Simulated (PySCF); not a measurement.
**Mayer bond orders and bond lengths**

C6H6OP2S.
Numbering: `[CH3:1][S:2][c:3]1[p:4][cH:5][c:6]([CH:7]=[O:8])[cH:9][p:10]1` (hydrogens: H11, H12, H13 on C1; H14 on C5; H15 on C7; H16 on C9)

Cartesian coordinates in Å at the GFN2-xTB level; atoms count from 1:
```xyz
16
C6H6OP2S angstrom
C     -3.3717   -0.9903   -0.8446
S     -2.1576   -0.1040   -1.8576
C     -0.7735    0.0604   -0.7860
P     -0.8739   -0.5993    0.8391
C      0.6724   -0.2063    1.4914
C      1.7437    0.4576    0.9074
C      2.9457    0.6381    1.7414
O      3.0675    0.2578    2.8776
C      1.7659    0.9598   -0.3904
P      0.5369    0.9120   -1.5973
H     -2.9716   -1.9595   -0.5582
H     -3.6134   -0.4006    0.0358
H     -4.2504   -1.1152   -1.4699
H      0.8266   -0.5305    2.5164
H      3.7681    1.1733    1.2261
H      2.6779    1.4556   -0.7066
```

Bond orders from the PBE0/pcSseg-1 density (PySCF). The structure is a single GFN2-xTB conformer in the gas phase; no vibrational or solvent corrections.

(1) How far do the computed orders between heavy atoms stray from the drawn ones?

(2) Give the Mayer order of every bond between heavy atoms, beside its length.

## Answers

(1) The largest departure is 0.348, at C3–P4 (drawn aromatic, 1.152), counting aromatic bonds as 1.5. The bonds drawn aromatic range from 1.15 to 1.41.

(2) 
```csv
bond,drawn as,length (Å),Mayer order
C1–S2,single,1.813,1.003
S2–C3,single,1.758,1.098
C3–P4,aromatic,1.757,1.152
P4–C5,aromatic,1.724,1.370
C5–C6,aromatic,1.389,1.408
C6–C7,single,1.474,1.001
C7–O8,double,1.204,1.991
C6–C9,aromatic,1.392,1.353
C9–P10,aromatic,1.723,1.385
P10–C3,aromatic,1.761,1.177
```

By pair of heavy elements: C–S: lowest C1–S2 (1.003, 1.813 Å), highest S2–C3 (1.098, 1.758 Å). C–P: lowest C3–P4 (1.152, 1.757 Å), highest C9–P10 (1.385, 1.723 Å); in 1 of the 6 pairs the longer bond (by over 0.003 Å) has the higher order (by 0.02 or more). C–C: lowest C6–C7 (1.001, 1.474 Å), highest C5–C6 (1.408, 1.389 Å).

Task: And the bonds to hydrogen?

Result: C–H: 0.90 to 0.95 (6 bonds).

Task: Sum the orders of all bonds at each heavy atom with more than one neighbour and set the sums beside the valence in the SMILES.

Result: C1 3.820 (drawn 4), S2 2.101 (drawn 2), C3 3.427 (drawn 4), P4 2.522 (drawn 3), C5 3.674 (drawn 4), C6 3.762 (drawn 4), C7 3.936 (drawn 4), C9 3.653 (drawn 4), P10 2.562 (drawn 3). Orders between atoms that aren't bonded are not in these sums.

The Mayer order sums products of elements of PS (density times overlap matrix) between the two atoms' basis functions, so it depends on the basis set.

The run behind these numbers computed NMR shieldings as well. The run took 51 s on an Arm Neoverse V1 with one thread (shared host), and the process peaked at 1.0 GiB of memory.
